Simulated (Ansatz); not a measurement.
`N[SiH2]S[SiH](N)F` + `N[SiH](S)Cl` → `N[SiH2]S[SiH](N)Cl` + `N[SiH](F)S`  (ligand exchange at the Si–S bond)

Isolated molecules relaxed with PBE0-D4/def2-TZVP in Ansatz; ΔE leaves out vibrations. CBS: MP2 limit from def2 TZ/QZ plus the TZ coupled-cluster correction, frozen cores. Functionals use def2-TZVPP. B3LYP here is the variant with VWN-RPA as its local correlation; programs differ in this. One conformer a species, not always the lowest.

```json
{"level": "PBE-D4", "ΔE (kJ/mol)": "-2.1", "difference from CCSD(T)/CBS": "0.3"}
{"level": "r2SCAN-D4", "ΔE (kJ/mol)": "-1.5", "difference from CCSD(T)/CBS": "0.9"}
{"level": "PBE0-D4", "ΔE (kJ/mol)": "-2.3", "difference from CCSD(T)/CBS": "0.1"}
{"level": "ωB97X-V", "ΔE (kJ/mol)": "-2.6", "difference from CCSD(T)/CBS": "-0.2"}
{"level": "ωB97M-V", "ΔE (kJ/mol)": "-2.8", "difference from CCSD(T)/CBS": "-0.4"}
{"level": "B2PLYP", "ΔE (kJ/mol)": "-1.6", "difference from CCSD(T)/CBS": "0.8"}
{"level": "r2SCAN", "ΔE (kJ/mol)": "-1.0", "difference from CCSD(T)/CBS": "1.4"}
{"level": "PBE0", "ΔE (kJ/mol)": "-0.9", "difference from CCSD(T)/CBS": "1.5"}
{"level": "B3LYP", "ΔE (kJ/mol)": "-0.5", "difference from CCSD(T)/CBS": "1.9"}
{"level": "HF/def2-TZVPP", "ΔE (kJ/mol)": "-0.4", "difference from CCSD(T)/CBS": "2.0"}
{"level": "MP2/def2-TZVPP", "ΔE (kJ/mol)": "-3.4", "difference from CCSD(T)/CBS": "-1.0"}
{"level": "CCSD/def2-TZVPP", "ΔE (kJ/mol)": "-2.2", "difference from CCSD(T)/CBS": "0.2"}
{"level": "CCSD(T)/def2-TZVPP", "ΔE (kJ/mol)": "-2.5", "difference from CCSD(T)/CBS": "-0.1"}
{"level": "HF/def2-QZVPP", "ΔE (kJ/mol)": "-0.2", "difference from CCSD(T)/CBS": "2.2"}
{"level": "SCS-MP2/def2-QZVPP", "ΔE (kJ/mol)": "-2.5", "difference from CCSD(T)/CBS": "-0.1"}
{"level": "HF/CBS(def2)", "ΔE (kJ/mol)": "-0.2", "difference from CCSD(T)/CBS": "2.2"}
{"level": "CCSD(T)/CBS", "ΔE (kJ/mol)": "-2.4", "difference from CCSD(T)/CBS": "0"}
```

Largest T1 diagnostic among the species: 0.011.

CCSD(T)/CBS has its own doubt, a few kJ/mol and more with outer-core shells, so smaller differences from it don't rank the levels.
